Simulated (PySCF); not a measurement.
# Structure from 2D NMR

Compound of formula C₇H₁₁NOSi. Correlations simulated from computed shifts and the bond graph:

HSQC (one-bond C–H):
```tsv
δH	δC
8.14	159.0
5.09	34.7
4.32	91.3
2.72	35.7
1.81	16.6
1.77	35.7
```

COSY cross peaks (H two or three bonds apart, from the bond graph; peaks can be absent where the dihedral angle is near 90°):
```tsv
δH	δH
8.14	6.08
5.09	2.72
5.09	1.77
4.58	4.32
4.58	1.81
2.72	1.81
2.72	1.77
1.81	1.77
```

HMBC (two and three bonds, from the bond graph):
```tsv
δH	δC
8.14	173.6
6.08	173.6, 159.0, 91.3, 34.7
5.09	173.6, 91.3, 35.7, 16.6
4.58	173.6, 91.3, 35.7, 16.6
4.32	173.6, 34.7, 16.6
2.72	173.6, 35.7, 34.7, 16.6
1.81	91.3, 35.7, 34.7
1.77	173.6, 35.7, 34.7, 16.6
```

Carbons without hydrogens: δ 173.6.

Calculated, not measured (PySCF): shieldings: GIAO PBE0/pcSseg-1, GFN2-xTB geometry. No relativistic terms, one conformer, in vacuum, fast rotation and ring inversion assumed for equivalent nuclei.

Shifts are taken against calculated references (same method and geometry level): 1H, 13C against TMS.

Exchangeable hydrogens are left out of these lists.

Q: Assemble the structure.

A: `O=CNC1=C[SiH2][C@H]2C[C@@H]1C2`.

Structure with atom numbers: `[O:1]=[CH:2][NH:3][C:4]1=[CH:5][SiH2:6][C@H:7]2[CH2:8][C@@H:9]1[CH2:10]2`; H(Xn) means a hydrogen on atom n. Ha(C8), Ha(C10) are cis to C4 on the ring; Hb(C8), Hb(C10) are trans to C4 on the ring.

- δC 173.6 is C4, an alkene carbon bearing nitrogen.
- δC 159.0 is C2, an amide carbonyl carbon (δH 8.14).
- δC 91.3 is C5, a β carbon of an enol-ether or enamine type C=C (δH 4.32).
- δC 35.7 is C8/C10, an sp3 CH2 in a ring (δH 1.77, 2.72).
- δC 34.7 is C9, an allylic sp3 CH (δH 5.09).
- δC 16.6 is C7, an sp3 CH bonded to Si (δH 1.81).
- HMBC from δH 8.14 reaches the proton-free carbon C4.
- HMBC from δH 5.09 reaches the proton-free carbon C4.
- HMBC from δH 4.58 reaches the proton-free carbon C4.
- HMBC from δH 4.32 reaches the proton-free carbon C4.
- COSY links 8.14–6.08, 5.09–2.72, 5.09–1.77, 4.58–4.32, 4.58–1.81, 2.72–1.81.

The shifts were computed for this structure.

The OH or NH signal is concentration- and solvent-dependent in practice; the value given is the gas-phase one. Shifts are as computed. Against solution values, carbons near 30 ppm lie about +3 ppm off and those near 130 ppm about +5 ppm. Of 1309 compounds with measured shifts, 239 miss one by over three times the rms of a fit or turn the order of signals round; such compounds aren't used in these exercises. The C=O carbon of an acid or of an amide with N–H lies up to 10 ppm further downfield in solution, through hydrogen bonding that the calculation lacks.
